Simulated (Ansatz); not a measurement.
Reaction (atomization): `C[O][Sn]([OH])([F])[Cl]` → C• + Cl• + F• + 4 H• + 2 O• + Sn•

Program: Ansatz. Geometries: PBE0-D4/def2-TZVP. ΔE: electronic, gas phase. CBS: MP2 limit from def2 TZ/QZ plus the TZ coupled-cluster correction, frozen cores. This one scheme is used for every species, atoms too. For atomizations the MP2-based limit and the directly extrapolated one differ by several kJ/mol either way, and by 10 to 25 for some Ge, Se and Sn compounds, so smaller differences from it don't rank the levels. Functionals use def2-TZVPP. B3LYP here is the variant with VWN-RPA as its local correlation; programs differ in this. HSE06 is defined as in plane-wave codes. No spin–orbit coupling; open shells (•) take unrestricted orbitals. Spin–orbit coupling would lower the free atoms: a little for C, Cl, F, O; strongly for Sn. Elements past krypton have def2 core potentials. Bonds to Sn are less sure, by a few kJ/mol each and by 10 to 20 or more in all where they break to atoms, as the def2 sets lack core-valence functions. One conformer a species, not always the lowest.

`C[O][Sn]([OH])([F])[Cl]`:

```xyz
10

C    -0.606    1.639   -0.347
O     0.066    0.969    0.706
Sn    0.665   -0.846    0.489
O    -0.853   -2.030    0.302
F     1.601   -1.262    2.082
Cl    2.120   -1.118   -1.271
H    -1.555    1.155   -0.602
H     0.011    1.711   -1.250
H    -0.818    2.651    0.004
H    -0.632   -2.869   -0.112
```

**Question.** What is ΔE at CCSD(T)/CBS? (Estimate.)

**Answer.** Computed: +3557.7 kJ/mol.

**Question.** What do these levels give: LDA (SPW92), BLYP-D4, B3LYP-D4, r2SCANh-D4, r2SCAN0-D4, HSE06-D4, ωB97X-V, revPBE, CAM-B3LYP, CCSD/def2-SVP, HF/def2-TZVPP, CCSD/def2-TZVPP? (An estimate is asked.)

**Answer.** Computed: LDA (SPW92) 4117.2, BLYP-D4 3513.9, B3LYP-D4 3482.2, r2SCANh-D4 3482.6, r2SCAN0-D4 3419.3, HSE06-D4 3487.3, ωB97X-V 3533.3, revPBE 3421.8, CAM-B3LYP 3493.9, CCSD/def2-SVP 3199.1, HF/def2-TZVPP 2377.2, CCSD/def2-TZVPP 3347.5 kJ/mol.

Largest T1 diagnostic among the species: 0.014.

Leaving LDA and LC-ωPBE aside and taking each functional with its dispersion term where it has one, the values, not all of them listed here, spread over 273.4 kJ/mol, from BHLYP-D4 to PBE-D4. LDA lies +538.9 kJ/mol from PBE without D4, its usual overbinding. From PBE to PBE0 (25 % exact exchange), in def2-TZVPP and without D4, ΔE moves by −113.6 kJ/mol: exact exchange takes away binding that semilocal exchange gives to molecules. In def2-TZVPP, CCSD(T) changes the Hartree–Fock value by +1045.4 kJ/mol (the triples alone add +75.1 kJ/mol) and MP2 by +1149.5 kJ/mol; breaking electron pairs costs correlation energy, which Hartree–Fock lacks.
